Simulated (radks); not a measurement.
The phosphorus ion P3+, 12 electrons, occupied as [Ne] 3s2. Calculated with a radial shooting solver on a logarithmic mesh with Libxc functionals: non-relativistic Kohn-Sham, LDA (Slater exchange, Perdew-Wang correlation), spin-polarised, spherical densities, point nucleus. Some entries of the table are withheld. Estimate them.

| orbital | occ. | eigenvalue (Ry) | r(max) (bohr) |
|---|---|---|---|
| 1s | 2 | (1) | (2) |
| 2s | 2 | -15.48007 | 0.4212 |
| 2p | 6 | (3) | (4) |
| 3s | 2 | (5) | (6) |

Answer. 
(1) 1s eigenvalue (Ry): -155.0537
(2) 1s r(max) (bohr): 0.06824
(3) 2p eigenvalue (Ry): -11.98515
(4) 2p r(max) (bohr): 0.3533
(5) 3s eigenvalue (Ry): -3.35392
(6) 3s r(max) (bohr): 1.472
